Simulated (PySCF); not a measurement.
# Electronic absorption of C4H10ClFSi

Compound: C₄H₁₀ClFSi.
Numbering: `[CH3:1][CH2:2][SiH2:3][C@H:4]([Cl:5])[CH2:6][F:7]` (hydrogens: H8, H9, H10 on C1; H11, H12 on C2; H13, H14 on Si3; H15 on C4; H16, H17 on C6)

Geometry (GFN2-xTB, Å), atoms numbered from 1 in this order:
```xyz
17
C4H10ClFSi angstrom
C      2.688   -0.196    0.403
C      1.278   -0.503   -0.089
Si     0.073    0.921    0.262
C     -1.670    0.521   -0.447
Cl    -2.703    1.941   -0.134
C     -2.356   -0.672    0.191
F     -1.632   -1.811   -0.065
H      3.360   -1.026    0.192
H      2.690   -0.020    1.476
H      3.080    0.693   -0.083
H      0.926   -1.420    0.385
H      1.313   -0.709   -1.161
H      0.486    2.161   -0.401
H     -0.112    1.141    1.701
H     -1.658    0.391   -1.530
H     -2.409   -0.564    1.279
H     -3.361   -0.836   -0.214
```

The calculation used PySCF, TDDFT wB97X-D/def2-SVPD, vertical, gas phase, core orbitals frozen in the response.

| state | λ (nm) | E (eV) | f | \|μ\| (D) | main configurations (H = HOMO, L = LUMO) |
| --- | --- | --- | --- | --- | --- |
| S1 | 181.5 | 6.83 | 0.023 | 0.94 | H→L (75%) |
| S2 | 167.1 | 7.42 | 0.0027 | 0.31 | H-1→L (73%) |
| S3 | 158.6 | 7.82 | 0.0001 | 0.07 | H→L+2 (69%), H→L+1 (19%) |
| S4 | 153.4 | 8.08 | 0.0062 | 0.45 | H→L+1 (41%), H→L (12%), H→L+2 (12%) |
| S5 | 148.1 | 8.37 | 0.042 | 1.15 | H→L+3 (25%), H-2→L+2 (16%), H-2→L+1 (14%) |
| S6 | 144.8 | 8.56 | 0.030 | 0.96 | H-4→L (26%), H→L+3 (18%), H→L+8 (10%) |
| S7 | 143.9 | 8.61 | 0.028 | 0.93 | H-1→L+2 (69%) |
| S8 | 143.5 | 8.64 | 0.020 | 0.78 | H-2→L (47%), H→L+3 (21%) |

Triplets (Tamm–Dancoff): T1 6.19 eV, H→L (69%); T2 6.77 eV, H-1→L (68%); T3 7.52 eV, H→L+2 (44%), H→L+1 (37%).

The lowest singlet lies at 6.83 eV (182 nm, vacuum ultraviolet) and is weak; its leading configuration is HOMO→LUMO (75%). The most intense listed level is S5 at 8.37 eV (148 nm, f = 0.042), 1.54 eV above S1. Löwdin shares by element: HOMO chlorine 40%, carbon 29% or more, silicon 13% (atoms not listed hold the other 18%); LUMO chlorine 38%, carbon 23% or more, silicon 11% (atoms not listed hold the other 28%). Orbital energies (eV): HOMO-3 -11.41, HOMO-2 -10.82, HOMO-1 -10.68, HOMO -9.84, LUMO 1.80, LUMO+1 2.17, LUMO+2 2.25. The listed states span 1.81 eV, and the widest gap between neighbours is 0.59 eV (S1 to S2). Of the 8 states listed, 5 reach f = 0.01 and 1 stays under 0.0005. Only the lowest 8 singlets were computed, as vertical energies without vibronic structure.

One conformer stands for the species.
